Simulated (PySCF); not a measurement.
Molecule: SMILES CO[Si](OC)OC (C3H9O3Si), doublet. Atoms near the plane z = 0.6 Å, at the GFN2-xTB optimised geometry (x, y, z in Å): C1 (2.0, -0.8, 0.8), O2 (1.1, -1.6, 0.0), Si3 (-0.5, -1.6, 0.0), O6 (-1.0, 0.0, 0.0), C7 (-2.3, 0.5, -0.3), H8 (1.6, 0.2, 0.9), H10 (3.0, -0.9, 0.4), H14 (-3.0, 0.3, 0.5), H15 (-2.2, 1.6, -0.5).

Computed with unrestricted PBE0/def2-TZVP in PySCF. Cells within 0.4 Å of a nucleus heavier than hydrogen are left out (blank, or x). The values are rescaled to run from 0 to 1.

```
|0000000000000000000000000000000|
|0000000000000000000000000000000|
|0000000000000000000000000000000|
|0000000000000000000000000000000|
|0000000000000000000000000000000|
|0000000000000000000000000000000|
|0000000000000000000000000000000|
|0000001122110000000000000000000|
|0000012333221000000000000000000|
|0000123444332100000000000000000|
|0001234555433221111121100000000|
|0012455666544433222333321000000|
|0023567776666554334555432100000|
|0124678887777765445676543210000|
|0124689987789876456788754421000|
|0124678877899976556898876542100|
|0023566766789876557899887653200|
|001234555578887666789x999764200|
|000123344567777777899x999764200|
|0000112345677887889999888754200|
|0000011245677887889988776543100|
|0000001245677877788876654432000|
|0000001234567777677765433210000|
|0000001234566666556554321100000|
|0000000123455555444432210000000|
|0000000012344444333221000000000|
|0000000001223332221100000000000|
|0000000000112221100000000000000|
|0000000000001100000000000000000|
|0000000000000000000000000000000|
|0000000000000000000000000000000|
```
Scale: ten equal steps from 0.000 (start of '0') to 1.00 (end of '9'), in the order '0123456789'; x runs from -5.00 to 5.00, y from -5.00 (bottom) to 5.00 (top).

### Question
Which quantity is mapped?
A) an orbital amplitude
B) electrostatic potential
C) Laplacian of the electron density
D) log10 of the electron density

### Answer
D, log10 of the electron density. In full: log10 of the electron density (e/bohr³), floored at −4.
